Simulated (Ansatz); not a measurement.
CH8N2Si2, SMILES `C=N[SiH2]N[SiH3]`, charge 0, multiplicity 1.

Q: Give a relaxed structure at PBE0-D4/def2-TZVP (Ansatz). (Estimate.)

A: The calculation gave: 
Z-matrix (Å, degrees):
```
Si
N 1 1.745
N 1 1.716 2 111.7
H 1 1.492 2 110.4 3 120.0
H 1 1.483 2 106.0 3 -119.0
C 2 1.257 1 123.3 3 -122.0
Si 3 1.727 1 127.6 2 89.0
H 3 1.011 1 115.5 2 -80.7
H 6 1.103 2 124.1 1 0.0
H 6 1.097 2 120.6 1 180.0
H 7 1.488 3 111.4 1 127.7
H 7 1.489 3 112.4 1 -111.7
H 7 1.485 3 106.9 1 8.0
```
This is one stationary point; other conformers may exist.
